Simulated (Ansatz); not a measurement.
`NB([SeH])CO` + `NCS` → `NCSCO` + `NB[SeH]`  (substitution at a C–B bond)

Calculated with Ansatz (gas phase, PBE0-D4/def2-TZVP geometries, no zero-point term in ΔE). CCSD(T)/CBS is the MP2 limit (def2-TZVPP, def2-QZVPP) plus CCSD(T) − MP2 in def2-TZVPP, frozen cores. DFT in def2-TZVPP. B3LYP here is the variant with VWN-RPA as its local correlation; programs differ in this. For Se outer-core shells are correlated without core-valence functions, which leaves a few kJ/mol of doubt a bond. Scalar relativity is left out up to krypton. Each species was taken in one conformer, which may not be the lowest.

| level | ΔE (kJ/mol) | difference from CCSD(T)/CBS |
| --- | --- | --- |
| PBE-D4 | 7.0 | -7.3 |
| r2SCAN-D4 | 8.3 | -6.0 |
| PBE0-D4 | 11.1 | -3.2 |
| B3LYP-D4 | 11.3 | -3.0 |
| ωB97X-V | 12.9 | -1.4 |
| ωB97M-V | 14.7 | 0.4 |
| B2PLYP | 11.0 | -3.3 |
| PBE | 6.0 | -8.3 |
| r2SCAN | 8.1 | -6.2 |
| PBE0 | 10.2 | -4.1 |
| B3LYP | 9.7 | -4.6 |
| HF/def2-TZVPP | 14.0 | -0.3 |
| MP2/def2-TZVPP | 13.5 | -0.8 |
| SCS-MP2/def2-TZVPP | 13.4 | -0.9 |
| CCSD/def2-TZVPP | 18.1 | 3.8 |
| CCSD(T)/def2-TZVPP | 15.9 | 1.6 |
| HF/def2-QZVPP | 13.9 | -0.4 |
| MP2/def2-QZVPP | 12.6 | -1.7 |
| SCS-MP2/def2-QZVPP | 12.5 | -1.8 |
| HF/CBS(def2) | 13.9 | -0.4 |
| MP2/CBS(def2) | 11.9 | -2.4 |
| CCSD/CBS(def2) | 16.5 | 2.2 |
| CCSD(T)/CBS | 14.3 | 0 |

Largest T1 diagnostic among the species: 0.011.

From PBE to PBE0 (25 % exact exchange), in def2-TZVPP and without D4, ΔE moves by +4.3 kJ/mol.
